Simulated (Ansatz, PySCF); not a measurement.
Species: N$_{2}$H, charge 0, multiplicity 2. It need not be the lowest isomer of its formula. SMILES: [N][NH]
Structure (B3LYP-D3(BJ)/def2-TZVP (Ansatz, a program for electronic structure) minimum search):
```xyz
3

N     -0.0579    -0.0320    -0.5110
N     -0.0606    -0.0052     0.6555
H      0.8295     0.2602    -1.0114
```
Charge 0, spin multiplicity 2.

Quantity: atomisation energy (electronic, to ground-state atoms), in kcal/mol. Correlated levels leave the core frozen unless marked. UHF or UKS for open shells. Spin-orbit coupling is left out. No relativistic terms. The coupled-cluster limit lacks core correlation, which all-electron functionals hold. CBS(X,Y): correlation extrapolated as X^-3; Hartree-Fock from the larger set.

```csv
level,program,atomisation energy (kcal/mol)
HF/6-31G*,Ansatz,97.2
HF/def2-SVPD,Ansatz,106.7
HF-D3(BJ)/def2-TZVPD,PySCF + dftd3,110.7
BP86-D3(BJ)/def2-TZVPD,PySCF + dftd3,250.4
wB97X/def2-TZVPD,Ansatz,226.6
MP2/cc-pVTZ,Ansatz,209.4
SCS-MP2/def2-TZVPP,Ansatz,213.4
```

Task: Predict the CCSD(T)/CBS(aug-cc-pVTZ,aug-cc-pVQZ) result (Ansatz).

Result: 223.3 kcal/mol
